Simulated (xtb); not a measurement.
cyclobutane (C₄H₈), singlet, at a GFN2-xTB geometry. Base run: GFN2-xTB run with xtb.

Input for xtb:
```
$ xtb mol.xyz --gfn 2 --json

# file mol.xyz
12

C     -0.00613316     1.08295583     0.05853653
C      0.00685792    -1.08220991     0.07093756
C     -1.08294605    -0.00683358    -0.05863980
C      1.08222129     0.00608767    -0.07083428
H     -0.01505399     1.84231484    -0.72076860
H     -0.00362364     1.57729882     1.02791527
H      0.00710304    -1.85049784    -0.69961794
H      0.01523239    -1.56535126     1.04591487
H     -1.84243222    -0.00692746     0.72059245
H     -1.57713057    -0.01535111    -1.02806518
H      1.85038317     0.01511046     0.69979409
H      1.56552182     0.00340356    -1.04576496
```

The base run was repeated with changes; each row names its change, and settings that it needs were set with it.

| change | ΔE vs base (kcal/mol) | HOMO-LUMO gap (eV) | SCF cycles |
|---|---|---|---|
| base | 0.000 | 12.53 | 7 |
| etemp = 10000 | -0.166 | 12.53 | 7 |
| acc = 30 | 0.000 | 12.53 | 6 |
| etemp = 3000 | 0.000 | 12.53 | 7 |
| etemp = 1000 | 0.000 | 12.53 | 7 |
| acc = 0.1 | 0.000 | 12.53 | 9 |
